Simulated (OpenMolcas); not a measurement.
Re4+ among 4 point charges of -2.5 e arranged as a square (D4h), 1.9 Å from the ion.
```
   1.9000    0.0000    0.0000  -2.50
   0.0000    1.9000    0.0000  -2.50
  -1.9000    0.0000    0.0000  -2.50
   0.0000   -1.9000    0.0000  -2.50
```

* Program: OpenMolcas
* Method: CASSCF
* Basis: ANO-RCC-VDZP [7s6p4d2f1g]
* Scalar Hamiltonian: DKH2, point nucleus
* Active space: 3 electrons in 5 orbitals (5d)
* State averaging: 2S+1 = 4 even, 10 roots; 2S+1 = 2 even, 40 roots
* Spin-orbit coupling: RASSI with atomic mean-field integrals over the reference wave functions

(1) What is the spin-free ground state (labels of D4, the rotations of D4h)?

(2) Where is the first state of the same spin?

(3) What are the lowest two levels with spin-orbit coupling?

(4) What is χT at 300 K?

Results:

(1) 4A2, 1-fold in its orbital part, 69 % from free-ion P terms; it has the highest spin that d3 allows.

(2) 4E at 17000 cm-1 above the ground state.

(3) A 2-fold level E3/2 with g = 0.09, 0.09, 5.55, then a 2-fold level E1/2 555.1 cm-1 above it. Their leading multiplicities are 4 (83 %) and 4 (87 %).

(4) 1.28 cm3 K/mol.

Without dynamic correlation the repulsion within the d shell is too large (B by tens of per cent), so at a given field states of lower spin stand too high. This is an electrostatic model: the charges have no orbitals. No measured value stands beside these numbers.
